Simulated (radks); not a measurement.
All-electron atom: Ta I in [Xe] 4f14 5d4 6s1 (not the ground configuration). Method: scalar-relativistic Kohn-Sham, LDA (Slater exchange, Perdew-Wang correlation), spin-unpolarised, spherical densities, point nucleus; computed with a radial shooting solver on a logarithmic mesh with Libxc functionals.

Unscreened Slater integrals over Kohn-Sham orbitals (eV).

integral     value
F0(5d,5d)   10.518
F2(5d,5d)   5.0797
F4(5d,5d)   3.2380
F0(5d,6s)   8.2765
G2(5d,6s)   2.7580
F0(5d,4f)   14.324
F2(5d,4f)   2.8490
F4(5d,4f)   1.2887
G1(5d,4f)   1.1361
G3(5d,4f)  0.93863
G5(5d,4f)  0.71857
F0(5d,5p)   13.129
F2(5d,5p)   5.6952
G1(5d,5p)   6.4035
G3(5d,5p)   3.8882
F0(6s,6s)   7.2940
F0(6s,4f)   9.6401
G3(6s,4f)  0.25249
F0(6s,5p)   9.2112
G1(6s,5p)  0.64056
F0(4f,4f)   39.443
F2(4f,4f)   18.853
F4(4f,4f)   11.851
F6(4f,4f)   8.5322
F0(4f,5p)   23.085
F2(4f,5p)   7.4075
G2(4f,5p)   3.4383
G4(4f,5p)   2.7244
F0(5p,5p)   18.872
F2(5p,5p)   10.115

Derived for the open shells (J is the average intra-shell exchange parameter used in DFT+U). 5d: Racah B = F2/49 - 5 F4/441 = 0.06696 eV, C = 35 F4/441 = 0.2570 eV, C/B = 3.84, F4/F2 = 0.637, J = (F2 + F4)/14 = 0.5941 eV.
